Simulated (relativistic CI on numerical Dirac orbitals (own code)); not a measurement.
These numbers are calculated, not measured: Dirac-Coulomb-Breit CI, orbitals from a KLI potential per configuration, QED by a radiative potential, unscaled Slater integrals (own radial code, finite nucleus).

Configurations in the expansion (outside the closed core [Ne]): 3s²3p⁶3d⁵, 3s²3p⁵3d⁶, 3s²3p⁴3d⁷, 3s3p⁶3d⁶, 3p⁶3d⁷, 3s3p⁵3d⁷, 3s²3p⁶3d⁴4s, 3s²3p⁶3d⁴4p, 3s²3p⁴3d⁶4s, 3s²3p⁶3d⁴4d, 3s²3p⁴3d⁶4p, 3s²3p⁵3d⁵4s, 3s²3p⁶3d⁴4f, 3s3p⁵3d⁶4s, 3s²3p⁵3d⁵4p, 3s3p⁵3d⁶4p, 3s²3p⁶3d³4s², 3s3p⁶3d⁵4s, 3s²3p⁶3d³4s4p, 3p⁶3d⁶4p. Levels of other configurations are missing.

At this charge energies of transitions that change n are usually good to better than 1 %, and those within a shell (Δn = 0) to a few per cent.

Outline of the computed level scheme of Tl LIX. Lowest level of each configuration: 3s²3p⁶3d⁵ ²D5/2 at 0.000 eV; 3s²3p⁵3d⁶ ⁴G°11/2 at 453.213 eV.

Some strong electric-dipole decays among the lowest 45 levels: 3s²3p⁵3d⁶ ²D°5/2 → 3s²3p⁶3d⁵ ²D5/2 (2.6e+12 s⁻¹); 3s²3p⁵3d⁶ ⁴D°7/2 → 3s²3p⁶3d⁵ ²D5/2 (8.2e+11 s⁻¹); 3s²3p⁵3d⁶ ⁴D°7/2 → 3s²3p⁶3d⁵ ²D5/2 (1.9e+11 s⁻¹); 3s²3p⁵3d⁶ ²P°1/2 → 3s²3p⁶3d⁵ ⁴D3/2 (1.9e+10 s⁻¹); 3s²3p⁵3d⁶ ⁴G°11/2 → 3s²3p⁶3d⁵ ²H11/2 (1.5e+10 s⁻¹); 3s²3p⁵3d⁶ ⁴D°7/2 → 3s²3p⁶3d⁵ ²G9/2 (1.4e+10 s⁻¹); 3s²3p⁵3d⁶ ⁴F°9/2 → 3s²3p⁶3d⁵ ⁴G7/2 (1.3e+10 s⁻¹); 3s²3p⁵3d⁶ ²P°3/2 → 3s²3p⁶3d⁵ ²D5/2 (1.2e+10 s⁻¹).

LS names give the leading component of a level, which can be under half, so a name can repeat, a term be missing and a line seem to break the LS rules.
